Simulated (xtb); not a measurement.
Si(Cl)(H)2(SH) (ClH3SSi), SMILES [SiH2](S)Cl. All values are semi-empirical tight-binding results from xtb (GFN2-xTB unless named), good for trends rather than for accurate numbers. Geometry: GFN2-xTB. Other conformers were not sampled.

Optimised geometry:

```xyz
6

Si    -0.5653    -0.5242     0.1853
S      1.4688    -0.9499    -0.3631
Cl    -0.9118     1.4567     0.1244
H     -1.3455    -1.2271    -0.8133
H     -0.7784    -0.9962     1.5441
H      2.0377    -0.0032     0.3696
```
Charge 0, spin multiplicity 1.

```
Quantity                                              Result
---------------------------------------------  -------------
orbital gap                                          4.65 eV
zero-point energy                              16.6 kcal/mol
G − E(el) at 298.15 K (modified RRHO)          -1.7 kcal/mol
static polarisability (D4 model)                  64.1 bohr³
solvation energy, GFN2-xTB/ALPB(water)         -0.5 kcal/mol
solvation energy, GFN2-xTB/ALPB(acetonitrile)  -3.4 kcal/mol
```

Question: Give the atomic charges and the Wiberg bond orders between heavy atoms. (Estimate from the structure and the level; the computed values follow.)

Answer: charges (e) Si1 0.51, S2 -0.37, Cl3 -0.22, H4 -0.05, H5 -0.05, H6 0.17. Bond orders Si1–S2 1.00, Si1–Cl3 1.13.
